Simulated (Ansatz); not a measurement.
Gas-phase electronic energies from Ansatz, PBE0-D4/def2-TZVP geometries. CCSD(T)/CBS is the MP2 limit (def2-TZVPP, def2-QZVPP) plus CCSD(T) − MP2 in def2-TZVPP, frozen cores. This one scheme is used for every species. DFT in def2-TZVPP. B3LYP here is the variant with VWN-RPA as its local correlation; programs differ in this. Triplets are unrestricted, without spin–orbit coupling. Elements past krypton have def2 core potentials. For Te outer-core shells are correlated without core-valence functions, which leaves a few kJ/mol of doubt a bond. Each species was taken in one conformer, which may not be the lowest.

Consider the formal loss of a carbene: `CC(=O)[Te][SiH3]` → `O=C[Te][SiH3]` + `[CH2]` (triplet).

```csv
level,ΔE (kJ/mol)
B3LYP-D4,460.4
MP2/CBS(def2),483.9
```

Task: What does CCSD(T)/CBS give? (Best estimate.)

Result: Computed: +468.4 kJ/mol. The listed levels differ from it by -8.0, 15.5 kJ/mol.

Largest T1 diagnostic among the species: 0.016.

From PBE to PBE0 (25 % exact exchange), in def2-TZVPP and without D4, ΔE moves by −5.3 kJ/mol. The D4 term adds +14.0 kJ/mol with B3LYP and +7.7 kJ/mol with PBE0; it sums over pairs of atoms, weighted by their polarisabilities, and B3LYP, whose exchange is more repulsive, gets the larger term.
